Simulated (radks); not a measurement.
Spherical jellium clusters: N electrons in a uniform positive sphere of charge N and radius rs N^(1/3), rs = 5.22 bohr. Method: non-relativistic Kohn-Sham, PBE, spin-polarised, spherical densities; computed with a radial shooting solver with Libxc functionals. Levels are named by radial order and angular momentum (1s, 1p, 1d, 2s, ...), and open shells are averaged over m. At N = 5 the configuration is 1s2 1p(up 3, down 0). The background grows by one charge. Does electron 6 go into 1p down or 1d up or 2s up?

Answer. Into 1p down. The total energies of the other choices lie higher by 0.462 eV (1d up), 0.997 eV (2s up).
